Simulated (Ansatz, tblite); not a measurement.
Cost and result up the ladder for [RuNF4]- (RuNF₄⁻) (6 atoms). Charge -1, multiplicity 1. Geometry: r2SCAN-D4/def2-SVPD.

```xyz
6

Ru    0.1045   -0.0257   -0.0530
N     1.4841   -0.3658   -0.7531
F    -0.7766   -1.6882    0.3209
F    -1.2120    0.1615   -1.4357
F    -0.0177    1.8839    0.0822
F     0.4177    0.0344    1.8386
```

Ansatz on 4 threads of Arm Neoverse V2 on a shared host; xTB runs through tblite on one thread. Times are rough, summed over both states, and most runs start from the orbitals of an earlier one. ωB97M-V/def2-TZVPD serves as the yardstick here, not as an exact answer. The other state is a triplet at its own geometry.

In the def2 sets Ru takes a core potential; there is no spin–orbit coupling. The xTB rows come from tblite.

Run but left out: HF/def2-TZVPD (singlet: restricted singlet, unstable towards broken spin symmetry).

xTB has no spin-polarisation term.

```tsv
level	functions	wall time	triplet − singlet (eV)	difference from ωB97M-V/def2-TZVPD (eV)	remarks
GFN1-xTB	29	0.006 s	1.40	-0.03	–
GFN2-xTB	29	0.006 s	1.60	0.18	–
LDA (SPW92)/def2-TZVPD	237	3.4 s	1.39	-0.04	HOMO above zero (triplet)
PBE-D4/def2-TZVPD (with forces)	237	6.7 s	1.23	-0.20	HOMO above zero (triplet)
BLYP-D4/def2-TZVPD	237	7.5 s	1.22	-0.21	HOMO above zero (triplet)
PBE0-D4/def2-TZVPD	237	13 s	1.21	-0.21	–
r2SCAN-D4/def2-TZVPD	237	14 s	1.13	-0.29	–
r2SCANh-D4/def2-TZVPD	237	19 s	1.12	-0.30	–
ωB97M-V/def2-TZVPD	237	63 s	1.42	0.00	–
```
